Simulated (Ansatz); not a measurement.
CH$_{7}$InO$_{3}$Si (`C[O][In]([OH])[O][SiH3]`). Charge 0, multiplicity 1. In: def2 effective core potential. Geometry: relaxed with PBE0-D4/def2-TZVP. It is one conformer, not always the lowest.

```xyz
13

C    -2.073   -0.221    0.543
O    -1.189   -0.492    1.607
In    0.752   -0.371    1.351
O     2.091   -0.739    2.734
O     1.457    0.166   -0.420
Si    0.886    0.578   -1.887
H    -1.956    0.792    0.138
H    -3.094   -0.308    0.929
H    -1.967   -0.931   -0.286
H     2.979   -0.613    2.387
H     0.048   -0.508   -2.474
H     2.027    0.841   -2.803
H     0.040    1.806   -1.820
```

(1) What is the dipole moment at r2SCAN/def2-TZVPP? (Estimate.)

(2) And with PBE, B3LYP, ωB97M-V? (Estimate.)

(3) Give the Mulliken charges with r2SCAN, ωB97M-V, B3LYP in def2-TZVPP. (Best estimate.)

Results:

(1) Computed: 0.39 D, with components (0.03, 0.09, -0.38) D in this frame, pointing from negative to positive charge.

(2) Computed: PBE 0.33 D, B3LYP 0.53 D, ωB97M-V 0.54 D.

(3) Computed: 
```tsv
atom	r2SCAN	ωB97M-V	B3LYP
C1	0.01	-0.19	-0.12
O2	-0.49	-0.49	-0.49
In3	1.02	1.05	1.02
O4	-0.50	-0.48	-0.48
O5	-0.58	-0.57	-0.56
Si6	0.45	0.32	0.42
H7	0.06	0.11	0.09
H8	0.06	0.12	0.10
H9	0.06	0.12	0.10
H10	0.20	0.18	0.19
H11	-0.10	-0.06	-0.09
H12	-0.09	-0.05	-0.09
H13	-0.10	-0.06	-0.09
```

B3LYP here is the variant with VWN-RPA as its local correlation; programs differ in this.
